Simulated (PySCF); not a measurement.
## Working out the ionisation energy of Hg(2+)

Hg(2+) [Xe] 4f14 5d10 (1S) → Hg(3+) [Xe] 4f14 5d9 (2D). Calculation: PySCF 2.14, in def2-SVP with the def2 core potential (60 electrons); a scalar-relativistic core potential. Frozen: 5s2 5p6. Energies in hartree (1 hartree = 27.21139 eV):

```
             part  Hg(2+) (lower)  Hg(3+) (upper)
              UHF     -151.607036     -150.368364
MP2 opposite-spin       -0.125418       -0.094161
    MP2 same-spin       -0.071123       -0.053983
```

Q: What does Hartree-Fock give?

A: (-150.368364) − (-151.607036) = 1.238672 hartree = 33.706 eV.

Q: What do MP2 and SCS-MP2 (6/5 opposite-spin, 1/3 same-spin) give?

A: The opposite-spin parts differ by 0.851 eV and the same-spin parts by 0.466 eV. MP2: 33.706 + (0.851) + (0.466) = 35.023 eV. SCS-MP2: 33.706 + 1.2 × (0.851) + (0.466)/3 = 34.883 eV.

Reference: 34.49 ± 0.05 eV (measured; NIST Atomic Spectra Database, ionization energies), between the lowest levels; spin-orbit coupling is absent from the calculation.

A double-zeta basis recovers only part of the correlation energy.

What remains against the reference includes basis incompleteness, the frozen core and correlation beyond second order.
